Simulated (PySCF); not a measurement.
Which determinant of CaBr lies lowest?

Unrestricted PBE0; Ca 6-31G(d,p), Br 6-31G(d,p); no relativity (PySCF 2.14). Outer shells of the fragments: Ca 4s2; Br 3d10 4s2 4p5.

Followed along the bond (rough minima from three points):

```json
{"2Ms+1": "2", "unpaired": "σ ↑", "⟨S²⟩ at the start": "0.75", "R at minimum (Å)": "2.59", "Te (eV)": "0.00"}
{"2Ms+1": "2", "unpaired": "π ↑", "⟨S²⟩ at the start": "0.75", "R at minimum (Å)": "2.60", "Te (eV)": "1.61"}
{"2Ms+1": "4", "unpaired": "σ ↑, π ↑↑", "⟨S²⟩ at the start": "3.75", "R at minimum (Å)": "none in the scan", "Te (eV)": "≤ 5.59"}
```

Solutions found at the starting distance of 2.705 Å, counted from the lowest of them; the search is not exhaustive and high or unbound solutions are not listed, so other states can lie among these:

```
2Ms+1       unpaired   term  E (eV)  ⟨S²⟩  ⟨Lz²⟩  μ (D)
    2            σ ↑    ²Σ⁺    0.00  0.75   0.00  -5.01
    2            π ↑     ²Π    1.60  0.75   1.00  -4.92
    2            δ ↑     ²Δ    1.90  0.75   4.00  -8.97
    4      σ ↑, π ↑↑  mixed    5.75  3.75   2.02   3.76
    4      σ ↑, π ↑↑  mixed    5.81  3.75   2.01   4.82
    4      σ ↑↑, π ↑  mixed    5.83  3.75   1.32   5.55
    4  σ ↑, π ↑, δ ↑  mixed    5.95  3.75   5.00   2.52
    4  σ ↑, π ↑, δ ↑  mixed    5.95  3.75   4.96   2.55
```

A term symbol is given only where ⟨S²⟩ and ⟨Lz²⟩ are close to those of a pure state; real π, δ and φ orbitals otherwise mix terms. A positive dipole means Ca(−)Br(+).

Spin–orbit coupling is left out. Counting both spins, an empty level lies below a filled one in some of these solutions, because spin and occupation are held.
